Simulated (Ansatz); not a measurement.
The first iterations of a band of CH5BO + H2S (11 atoms, charge 0, multiplicity 1).

Level of theory: RKS PBE-D4/6-31G* (Ansatz).

```json
{"movable images": "7", "climbing image": "yes", "spring": "5.0 eV/Å²", "optimiser": "quadratic models (default)", "start path": "through a guess of the saddle point", "force threshold": "0.05 eV/Å", "iteration limit": "60", "end points": "relaxed"}
```

Image 0:

```xyz
11
Properties=species:S:1:pos:R:3
B -0.492 0.027 -0.126
O -0.638 0.371 1.195
H -1.509 0.096 1.550
H 0.569 0.358 -0.601
C -1.595 -0.724 -0.959
H -1.178 -1.656 -1.383
H -2.513 -0.984 -0.400
H -1.890 -0.113 -1.833
S 1.203 2.892 2.667
H 1.992 2.914 1.562
H 0.468 1.847 2.186
```

Image 8:

```xyz
11
Properties=species:S:1:pos:R:3
B -0.030 0.517 0.140
O -0.188 -0.228 1.756
H -1.103 -0.589 1.781
H 1.061 0.127 -0.193
C -1.320 0.006 -0.649
H -1.369 -1.098 -0.704
H -2.282 0.373 -0.239
H -1.274 0.366 -1.692
S -0.087 2.369 0.591
H 1.243 2.564 0.796
H -0.233 0.620 2.273
```

| iteration | highest image above the first end (eV) | largest band force component (eV/Å) |
| --- | --- | --- |
| 1 | 23.025 | 105.429 |
| 2 | 5.619 | 20.484 |
| 3 | 2.533 | 12.860 |
| 4 | 1.573 | 4.042 |
| 5 | 1.359 | 2.529 |
| 6 | 1.435 | 2.888 |
| 7 | 1.375 | 2.595 |

Does the band converge within its limit, and where does its top end?

It converged. It ended after 23 iterations with the highest image 0.790 eV above the first end. A vibrational analysis at the climbing image gives one clearly imaginary mode, 939i cm⁻¹: a first-order saddle point. The orbitals stay closed-shell, which can raise the energy where a bond breaks towards radicals; this wasn't checked here.

The run took 6.8 min on 1 thread of Arm Neoverse V1 (shared host), peak memory 0.12 GiB.
